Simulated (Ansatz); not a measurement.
Ansatz (an electronic-structure program) input:

Ansatz 0.2 input:
```yaml
crystal:
  periodic: [false, false, false]
  atoms:
    - {symbol: Be, position_ang: [-0.87992344, -0.51025829, -0.68985964]}
    - {symbol: C, position_ang: [0.30537839, 0.17708570, 0.23941654]}
    - {symbol: H, position_ang: [0.85331289, -0.61161243, 0.76365012]}
    - {symbol: H, position_ang: [-0.15481764, 0.85375314, 0.96566621]}
    - {symbol: H, position_ang: [0.98892816, 0.73637827, -0.40637702]}
basis:
  gaussian:
    orbitals: def2-TZVP
hamiltonian:
  xc: {name: PBE0}
total_charge: 1
relax: {f_tol: 0.003, max_steps: 100}
```

Q: What final total energy does it print?

A: -54.23473 Eh (PBE0/def2-TZVP). The basis has 68 functions.

It need not be the lowest isomer of its formula.
